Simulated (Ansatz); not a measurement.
Isolated molecules relaxed with PBE0-D4/def2-TZVP in Ansatz; ΔE leaves out vibrations. CBS: MP2 limit from def2 TZ/QZ plus the TZ coupled-cluster correction, frozen cores. This one scheme is used for every species. Functionals use def2-TZVPP. B3LYP here is the variant with VWN-RPA as its local correlation; programs differ in this. Each species was taken in one conformer, which may not be the lowest.

Consider the substitution at a C–Si bond: `C=C=C[SiH3]` + `C=N` → `C=C=CN=C` + SiH₄.

`C=C=C[SiH3]`:

Cartesian coordinates in Å:
```
C -0.909 0.443 -1.949
C -0.719 0.386 -0.664
C -0.494 0.309 0.615
Si 1.023 -0.536 1.284
H -1.457 -0.336 -2.468
H -0.531 1.274 -2.534
H -1.216 0.752 1.300
H 0.637 -1.671 2.165
H 1.825 0.416 2.099
H 1.840 -1.037 0.151
```

`C=N`:

Cartesian coordinates in Å:
```
C -0.131 0.006 0.367
N 0.499 -0.522 -0.588
H -0.656 0.967 0.318
H -0.170 -0.517 1.325
H 0.458 0.065 -1.422
```

`C=C=CN=C`:

Cartesian coordinates in Å:
```
C -1.959 1.464 -0.077
C -0.981 0.620 -0.168
C -0.005 -0.248 -0.287
N 1.060 -0.286 0.612
C 1.954 -1.161 0.416
H -1.913 2.434 -0.564
H -2.850 1.234 0.498
H -0.028 -0.964 -1.114
H 1.924 -1.877 -0.416
H 2.798 -1.217 1.100
```

SiH₄:

Z-matrix (Å, degrees):
```
Si
H 1 1.485
H 1 1.485 2 109.5
H 1 1.485 2 109.5 3 -120.0
H 1 1.485 2 109.5 3 120.0
```

```tsv
level	ΔE (kcal/mol)
r2SCAN-D4	11.0
B3LYP-D4	10.8
BHLYP-D4	12.0
B2PLYP	11.4
BLYP	9.5
CAM-B3LYP	10.9
LC-ωPBE	12.7
MP2/def2-SVP	8.8
```

Problem. What does CCSD(T)/CBS give? (Best estimate.)

Solution. Computed: +12.7 kcal/mol. The listed levels differ from it by -1.7, -1.9, -0.7, -1.3, -3.2, -1.8, 0.0, -3.9 kcal/mol.

Largest T1 diagnostic among the species: 0.013.

At CCSD(T), def2-SVP lies −4.8 kcal/mol from the extrapolated value and def2-TZVPP −0.7 kcal/mol. From PBE to PBE0 (25 % exact exchange), in def2-TZVPP and without D4, ΔE moves by +1.3 kcal/mol.
